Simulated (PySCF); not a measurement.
**CaF: frontier orbitals**

M06 at R = 1.952 Å; Ca def2-TZVPP, F def2-TZVPP; no relativity (PySCF 2.14). State: ²Σ⁺ (doublet), unpaired electrons σ ↑. Only the outer orbitals are listed, counted within each symmetry.

| spin | orbital | occ. | ε (eV) | on Ca (%) | main shells (%) |
| --- | --- | --- | --- | --- | --- |
| α | 6σ | 1 | -30.98 | 46 | 53 F s, 46 Ca p |
| α | 2π | 1 | -29.66 | 100 | 100 Ca p |
| α | 2π | 1 | -29.66 | 100 | 100 Ca p |
| α | 7σ | 1 | -27.99 | 55 | 54 Ca p, 45 F s |
| α | 8σ | 1 | -9.69 | 8 | 92 F p |
| α | 3π | 1 | -9.51 | 5 | 95 F p |
| α | 3π | 1 | -9.51 | 5 | 95 F p |
| α | 9σ | 1 | -4.05 | 100 | 84 Ca s, 14 Ca p |
| α | 4π | 0 | -1.13 | 100 | 86 Ca p, 14 Ca d |
| α | 4π | 0 | -1.13 | 100 | 86 Ca p, 14 Ca d |
| α | 10σ | 0 | -0.72 | 98 | 64 Ca p, 31 Ca d |
| β | 6σ | 1 | -30.96 | 46 | 53 F s, 45 Ca p |
| β | 2π | 1 | -29.59 | 100 | 100 Ca p |
| β | 2π | 1 | -29.59 | 100 | 100 Ca p |
| β | 7σ | 1 | -27.97 | 55 | 54 Ca p, 45 F s |
| β | 8σ | 1 | -9.68 | 8 | 92 F p |
| β | 3π | 1 | -9.51 | 5 | 95 F p |
| β | 3π | 1 | -9.51 | 5 | 95 F p |
| β | 9σ | 0 | -0.82 | 101 | 95 Ca s |
| β | 4π | 0 | 0.48 | 100 | 96 Ca p |
| β | 4π | 0 | 0.48 | 100 | 96 Ca p |

Which are the highest filled and the lowest empty level, where do they sit, and how wide is the gap?

Highest filled α 9σ at -4.05 eV (in %: 84 Ca s, 14 Ca p); lowest empty α 4π at -1.13 eV (in %: 86 Ca p, 14 Ca d); the gap at M06 is 2.92 eV.

- bond order (Mayer): 0.64
- ⟨S²⟩: 0.750
- charge on Ca (Mulliken, basis-dependent): 0.65
- charge on Ca (Löwdin, basis-dependent): 0.50
- dipole moment (positive dipole means Ca(−)F(+)): -3.03 D

Shares are Mulliken populations and can fall outside 0 to 100 %.

The state is the lowest determinant that a PBE0 search found; another state may lie lower at other levels.
